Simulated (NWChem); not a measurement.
## Plane-wave run on C (space group Fd-3m)

```xyz
2
Lattice="0.0000 1.7850 1.7850 1.7850 0.0000 1.7850 1.7850 1.7850 0.0000" Properties=species:S:1:pos:R:3 pbc="T T T"
C      0.0000     0.0000     0.0000
C      0.8925     0.8925     0.8925
```

The numbers come from NWChem runs, not from measurements. Origin of the cell: lattice from a package's table, not relaxed.

Norm-conserving pseudopotentials with valence charges C 4, fixed occupations, no spin-orbit coupling, density cut at twice the wavefunction cutoff.

Level: LDA (Vosko), default library, cutoff 35 Ha, density from a 6×6×6 mesh. Bands run along Γ–X–U|K–Γ–L–W–X with k in units of the cell's reciprocal vectors.

Q: Give the band energies at the labelled points, in eV from the valence-band top.

A: 
```json
[
 {"point": "Γ", "k": "0.000 0.000 0.000", "band 1": "-21.21", "band 2": "0.00", "band 3": "0.00", "band 4": "0.00", "band 5": "5.56", "band 6": "5.56"},
 {"point": "X", "k": "0.500 0.000 0.500", "band 1": "-12.50", "band 2": "-12.50", "band 3": "-6.23", "band 4": "-6.23", "band 5": "4.78", "band 6": "4.78"},
 {"point": "U", "k": "0.625 0.250 0.625", "band 1": "-12.67", "band 2": "-11.49", "band 3": "-9.26", "band 4": "-5.31", "band 5": "5.68", "band 6": "10.67"},
 {"point": "K", "k": "0.375 0.375 0.750", "band 1": "-12.67", "band 2": "-11.49", "band 3": "-9.26", "band 4": "-5.31", "band 5": "5.68", "band 6": "10.67"},
 {"point": "L", "k": "0.500 0.500 0.500", "band 1": "-15.37", "band 2": "-13.23", "band 3": "-2.77", "band 4": "-2.77", "band 5": "8.41", "band 6": "8.41"},
 {"point": "W", "k": "0.500 0.250 0.750", "band 1": "-11.68", "band 2": "-11.68", "band 3": "-8.27", "band 4": "-8.27", "band 5": "10.49", "band 6": "10.49"}
]
```
Bands up to 4 are filled.
